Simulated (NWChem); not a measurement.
Species: ammonium (NH$_{4}$ cation); SMILES [NH4+]

```xyz
5

N      0.0000     0.0000     0.0000
H     -0.5910    -0.5910    -0.5910
H      0.5910     0.5910    -0.5910
H     -0.5910     0.5910     0.5910
H      0.5910    -0.5910     0.5910
```
Atoms are numbered in this order, from 1.

All runs: NWChem. Pople sets run with spherical d functions. All runs use the structure optimised with PBE0-D3(BJ)/def2-TZVP. GIAO values for the isolated, static molecule; σ is the absolute isotropic shielding.

### Question
Taking Hartree-Fock/pcSseg-2 as the yardstick, which of these has the fewest basis functions while keeping “σ H2 (ppm)” within 0.2 ppm of it: Hartree-Fock/6-31G*; Hartree-Fock/def2-SVP; Hartree-Fock/IGLO-III; Hartree-Fock/6-311G**; Hartree-Fock/IGLO-II; Hartree-Fock/def2-TZVP?

### Answer
none of them.
| level | basis functions | σ H2 (ppm) |
|---|---|---|
| Hartree-Fock/6-31G* | 22 | 27.54 |
| Hartree-Fock/def2-SVP | 34 | 26.62 |
| Hartree-Fock/6-311G** | 42 | 26.86 |
| Hartree-Fock/IGLO-II | 46 | 26.97 |
| Hartree-Fock/def2-TZVP | 55 | 26.89 |
| Hartree-Fock/IGLO-III | 75 | 26.63 |
| Hartree-Fock/pcSseg-2 | 92 | 26.35 |

The yardstick is one finite set, not the basis-set limit.
